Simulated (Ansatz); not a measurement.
Mulliken charges of `[AlH2][SeH]` from B3LYP/def2-TZVPP in Ansatz (PBE0-D4/def2-TZVP geometry).

| atom | x (Å) | y (Å) | z (Å) | charge (e) |
| --- | --- | --- | --- | --- |
| Al1 | -0.435 | -0.531 | 0.167 | 0.409 |
| Se2 | 0.870 | 1.347 | 0.523 | -0.199 |
| H3 | -1.237 | -1.073 | 1.415 | -0.136 |
| H4 | -0.474 | -1.181 | -1.273 | -0.131 |
| H5 | 1.326 | 1.364 | -0.874 | 0.057 |

**Question.** By hand: the dipole of these point charges (1 e Å = 4.8032 D).

**Answer.** Σ q r = (-0.045, -0.107, -0.111) e Å, of length 0.161 e Å = 0.77 D.

**Question.** How does the dipole of the full density compare? (Estimate.)

**Answer.** Computed: (-0.027, -0.087, -0.122) e Å, 0.73 D; the point charges give 1.05 times that, at 10° from its direction.

Point charges leave out the atoms' own dipoles, such as those of lone pairs, and Mulliken's split depends on the basis, so the close match here is no proof of good charges.

B3LYP here is the variant with VWN-RPA as its local correlation; programs differ in this.
